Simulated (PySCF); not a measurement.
## BeN: energy against distance

Set-up: basis Be aug-pcseg-1, N aug-pcseg-1; no relativity; PySCF 2.14. Energies in eV from Be + N in their ground configurations at the same level. All curves are PBE0. state 1: ⁴Σ⁻ (quartet), unpaired electrons σ ↑, π ↑↑; state 2: Ms = 0.5 determinant of mixed spin (⟨S²⟩ near 1.8), unpaired electrons σ ↓, π ↑↑, a second solution, started from another occupation; state 3: Ms = 0.5 determinant of mixed spin (⟨S²⟩ near 1.2), unpaired electrons π ↑, a second solution, started from another occupation; state 4: Ms = 0.5 determinant of mixed spin (⟨S²⟩ near 1.8), unpaired electrons σ ↑, π ↑↓, a mixture of terms (⟨Lz²⟩ = 2.0), a second solution, started from another occupation.

```json
{"R (Å)": "1.397", "state 1": "-1.296", "state 2": "-1.128", "state 3": "-1.258", "state 4": "-0.693"}
{"R (Å)": "1.462", "state 1": "-1.643", "state 2": "-1.487", "state 3": "-1.409", "state 4": "-1.044"}
{"R (Å)": "1.527", "state 1": "-1.834", "state 2": "-1.687", "state 3": "-1.432", "state 4": "-1.236"}
{"R (Å)": "1.575", "state 1": "-1.901", "state 2": "-1.759", "state 3": "-1.388", "state 4": "-1.303"}
{"R (Å)": "1.624", "state 1": "-1.918", "state 2": "-1.779", "state 3": "-1.307", "state 4": "-1.319"}
{"R (Å)": "1.673", "state 1": "-1.898", "state 2": "-1.759", "state 3": "-1.198", "state 4": "-1.295"}
{"R (Å)": "1.738", "state 1": "-1.826", "state 2": "-1.684", "state 3": "-1.021", "state 4": "-1.217"}
{"R (Å)": "1.819", "state 1": "-1.688", "state 2": "-1.536", "state 3": "-0.768", "state 4": "-1.067"}
{"R (Å)": "1.916", "state 1": "-1.483", "state 2": "-1.307", "state 3": "-0.440", "state 4": "-0.840"}
{"R (Å)": "2.046", "state 1": "-1.185", "state 2": "-0.955", "state 3": "0.006", "state 4": "-0.500"}
```

Q: Put a parabola through the three lowest points of the state 1 curve and estimate Re, k and ωe (reduced mass 5.483 u; 1 eV/Å² = 0.16022 mdyn/Å; ωe = 1302.8·√(k/μ) cm⁻¹).

A: Through R = 1.575, 1.624, 1.673 Å the second-order coefficient is 7.71 eV/Å², so Re ≈ 1.622 Å, k ≈ 2.47 mdyn/Å and ωe ≈ 874 cm⁻¹. A polynomial fit of higher order to the unrounded PBE0 energies gives Re = 1.620 Å, k = 2.62 mdyn/Å, ωe = 900 cm⁻¹; anharmonicity and rounding make the difference.

The higher-order fit for each curve: state 1: Re = 1.620 Å, ωe = 900 cm⁻¹, De = 1.92 eV; state 2: Re = 1.622 Å, ωe = 920 cm⁻¹, minimum 1.78 eV below the ground-state fragments; state 3: Re = 1.508 Å, ωe = 1076 cm⁻¹, minimum 1.44 eV below the ground-state fragments; state 4: Re = 1.617 Å, ωe = 923 cm⁻¹, minimum 1.32 eV below the ground-state fragments.

⟨S²⟩ of the unrestricted solution departs from its pure value on part of the curve, where spin states mix. The state is the lowest determinant that a PBE0 search found; another state may lie lower at other levels.
